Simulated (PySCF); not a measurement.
Isomers of C3H10O2Si2.

All values: wB97X-D/def2-SVPD (PySCF) at GFN2-xTB geometries, gas phase, one conformer each. Core orbitals are frozen in the response; Δα² is half the sum of the squared differences of the principal polarisabilities.

**Question.** Rank by HOMO–LUMO gap, lowest first.
A. `[CH3:1][Si@@H:2]1[CH2:3][C@H:4]1[SiH:5]([OH:6])[OH:7]` with C3–C4–Si5–O6 -73°, C4–Si5–O6–H 52°, C4–Si5–O7–H 151°
B. `[CH3:1][O:2][CH2:3][Si@H:4]1[CH2:5][O:6][SiH2:7]1` with C1–O2–C3–Si4 -177°, O2–C3–Si4–C5 -178°
C. `[SiH3:1][O:2][CH2:3][SiH:4]1[CH2:5][O:6][CH2:7]1` with Si1–O2–C3–Si4 173°, O2–C3–Si4–C5 -171°
D. `[CH3:1][O:2][SiH2:3][SiH:4]1[CH2:5][O:6][CH2:7]1` with C1–O2–Si3–Si4 -179°, O2–Si3–Si4–C5 140°

**Answer.** D (9.79 eV), A (10.40 eV), C (10.59 eV), B (10.86 eV).

**Question.** Rank by dipole moment, lowest first.
A. `[CH3:1][Si@@H:2]1[CH2:3][C@H:4]1[SiH:5]([OH:6])[OH:7]` with C3–C4–Si5–O6 -73°, C4–Si5–O6–H 52°, C4–Si5–O7–H 151°
B. `[CH3:1][O:2][CH2:3][Si@H:4]1[CH2:5][O:6][SiH2:7]1` with C1–O2–C3–Si4 -177°, O2–C3–Si4–C5 -178°
C. `[CH3:1][O:2][SiH2:3][SiH:4]1[CH2:5][O:6][CH2:7]1` with C1–O2–Si3–Si4 -179°, O2–Si3–Si4–C5 140°

**Answer.** A (1.56 D), B (2.60 D), C (3.02 D).

All values together:

```json
{"SMILES": "C[Si@@H]1C[C@H]1[SiH](O)O", "μ (D)": "1.56", "HOMO (eV)": "-8.49", "LUMO (eV)": "1.90", "α (Å³)": "13.87", "Δα (Å³)": "4.53"}
{"SMILES": "CO[SiH2][SiH]1COC1", "μ (D)": "3.02", "HOMO (eV)": "-8.88", "LUMO (eV)": "0.92", "α (Å³)": "14.31", "Δα (Å³)": "4.27"}
{"SMILES": "COC[Si@H]1CO[SiH2]1", "μ (D)": "2.60", "HOMO (eV)": "-9.48", "LUMO (eV)": "1.38", "α (Å³)": "14.51", "Δα (Å³)": "4.38"}
{"SMILES": "[SiH3]OC[SiH]1COC1", "μ (D)": "2.48", "HOMO (eV)": "-9.09", "LUMO (eV)": "1.50", "α (Å³)": "13.88", "Δα (Å³)": "3.83"}
```

Conformers: `[CH3:1][Si@@H:2]1[CH2:3][C@H:4]1[SiH:5]([OH:6])[OH:7]` with C3–C4–Si5–O6 -73°, C4–Si5–O6–H 52°, C4–Si5–O7–H 151°; `[CH3:1][O:2][SiH2:3][SiH:4]1[CH2:5][O:6][CH2:7]1` with C1–O2–Si3–Si4 -179°, O2–Si3–Si4–C5 140°; `[CH3:1][O:2][CH2:3][Si@H:4]1[CH2:5][O:6][SiH2:7]1` with C1–O2–C3–Si4 -177°, O2–C3–Si4–C5 -178°; `[SiH3:1][O:2][CH2:3][SiH:4]1[CH2:5][O:6][CH2:7]1` with Si1–O2–C3–Si4 173°, O2–C3–Si4–C5 -171°.
